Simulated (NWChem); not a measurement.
System: CH4N, doublet; SMILES C[NH]

Here is an NWChem input.

```
start job
memory heap 200 mb stack 900 mb global 1100 mb
geometry units angstroms
  C     -0.019958    -0.614296     0.000000
  N     -0.125444     0.825921     0.000000
  H      0.533540    -0.983309    -0.881604
  H     -1.015095    -1.070260     0.000000
  H      0.533540    -0.983309     0.881604
  H      0.841777     1.185341     0.000000
end
basis spherical
  * library def2-svp
end
dft
  odft
  mult 2
  xc becke88 lyp
  iterations 150
end
driver
  maxiter 120
end
task dft optimize
task dft freq
```

In the optimisation the excess spin sits in a" (Cs, its own frame). No stability test was run on the SCF state.

The level has its own optimisation; frequencies are unscaled.

Problem. What results follow from this input? (BLYP/def2-SVP, spin-unrestricted.) Quantities: r C–N (Å); r H–N (Å); highest harmonic frequency (cm⁻¹); lowest (cm⁻¹); zero-point energy (kcal/mol); dipole (D).

Solution. 
| Quantity | Value |
|---|---|
| r C–N (Å) | 1.444 |
| r H–N (Å) | 1.044 |
| highest harmonic frequency (cm⁻¹) | 3226 |
| lowest (cm⁻¹) | 258 |
| zero-point energy (kcal/mol) | 29.4 |
| dipole (D) | 1.89 |
